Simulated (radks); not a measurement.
Problem. Ir IV, 74 electrons, occupied as [Xe] 4f14 5d6. Calculated with a radial shooting solver on a logarithmic mesh with Libxc functionals: scalar-relativistic Kohn-Sham, BLYP, spin-polarised, spherical densities, finite nucleus; open shells are filled with parallel spins first (spin-orbit coupling, left out, can overturn this in heavy ions); Fermi nuclear charge, rms radius 5.4032 fm. Some entries of the table are withheld. Estimate them.

| orbital | occ. | eigenvalue (hartree) | <1/r> (bohr^-1) |
|---|---|---|---|
| 1s down | 1 | -2798.079 | 92.15 |
| 1s up | 1 | -2798.079 | 92.15 |
| 2s up | 1 | -490.4806 | 21.59 |
| 2s down | 1 | -490.4704 | 21.59 |
| 2p up | 3 | -426.4009 | 19.36 |
| 2p down | 3 | -426.3927 | 19.36 |
| 3s up | 1 | -115.6009 | 8.002 |
| 3s down | 1 | -115.5973 | 8.002 |
| 3p up | 3 | -96.85548 | 7.338 |
| 3p down | 3 | -96.85140 | 7.338 |
| 3d up | 5 | -76.18356 | 6.918 |
| 3d down | 5 | -76.17636 | 6.918 |
| 4s up | 1 | -25.56552 | 3.418 |
| 4s down | 1 | -25.55547 | 3.418 |
| 4p up | 3 | -19.41463 | 3.095 |
| 4p down | 3 | -19.40522 | 3.095 |
| 4d up | 5 | -11.85216 | 2.766 |
| 4d down | 5 | -11.84125 | 2.767 |
| 5s up | 1 | -4.78346 | (1) |
| 5s down | 1 | -4.70992 | (2) |
| 4f up | 7 | -3.44824 | 2.314 |
| 4f down | 7 | -3.43114 | 2.320 |
| 5p up | 3 | -3.19250 | 1.170 |
| 5p down | 3 | -3.10166 | 1.179 |
| 5d up | 5 | -1.39140 | 0.8377 |
| 5d down | 1 | -1.29272 | 0.8309 |

Solution. 
(1) 5s up <1/r> (bohr^-1): 1.377
(2) 5s down <1/r> (bohr^-1): 1.386
